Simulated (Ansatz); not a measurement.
Basis sets compared for TaS₂. Total charge 0; doublet. Geometry r2SCAN-D4/def2-TZVP. Ansatz on 4 threads of Arm Neoverse V2 on a shared host; times are rough, and most runs start from earlier orbitals.

```xyz
3

Ta    0.0416   -0.1366   -0.8345
S    -1.0845   -1.3004    0.5882
S     1.0429    1.4369    0.2463
```

In the def2 sets Ta takes a core potential; there is no spin–orbit coupling. The structure comes from a short search, and lower isomers may exist.

Binding counts from free atoms (Ta quartet, S triplet) in the same basis, without a counterpoise term.

```json
{"level": "PBE-D4/def2-SVP", "functions": "68", "energy (Eh)": "-852.8924", "HOMO (eV)": "-5.46", "LUMO (eV)": "-4.03", "binding per atom (eV)": "3.98", "wall time": "0.95 s"}
{"level": "PBE-D4/def2-TZVP (with forces)", "functions": "114", "energy (Eh)": "-853.1750", "HOMO (eV)": "-5.47", "LUMO (eV)": "-4.11", "binding per atom (eV)": "4.00", "wall time": "1.5 s"}
{"level": "r2SCAN-D4/def2-TZVP", "functions": "114", "energy (Eh)": "-853.4478", "HOMO (eV)": "-5.95", "LUMO (eV)": "-4.08", "binding per atom (eV)": "3.83", "wall time": "3.9 s"}
{"level": "PBE0-D4/def2-SVP", "functions": "68", "energy (Eh)": "-852.8970", "HOMO (eV)": "-6.70", "LUMO (eV)": "-3.29", "binding per atom (eV)": "3.66", "wall time": "1.1 s"}
{"level": "PBE0-D4/def2-TZVP", "functions": "114", "energy (Eh)": "-853.1795", "HOMO (eV)": "-6.67", "LUMO (eV)": "-3.33", "binding per atom (eV)": "3.71", "wall time": "3.5 s"}
```

**Question.** Estimate the rows for PBE-D4/def2-TZVPD, r2SCAN-D4/def2-TZVPD, PBE0-D4/def2-TZVPD.

**Answer.** 
```json
{"level": "PBE-D4/def2-TZVPD", "functions": "135", "energy (Eh)": "-853.1762", "HOMO (eV)": "-5.51", "LUMO (eV)": "-4.15", "binding per atom (eV)": "4.00", "wall time": "1.9 s"}
{"level": "r2SCAN-D4/def2-TZVPD", "functions": "135", "energy (Eh)": "-853.4487", "HOMO (eV)": "-5.97", "LUMO (eV)": "-4.09", "binding per atom (eV)": "3.83", "wall time": "4.7 s"}
{"level": "PBE0-D4/def2-TZVPD", "functions": "135", "energy (Eh)": "-853.1805", "HOMO (eV)": "-6.70", "LUMO (eV)": "-3.37", "binding per atom (eV)": "3.71", "wall time": "2.5 s"}
```
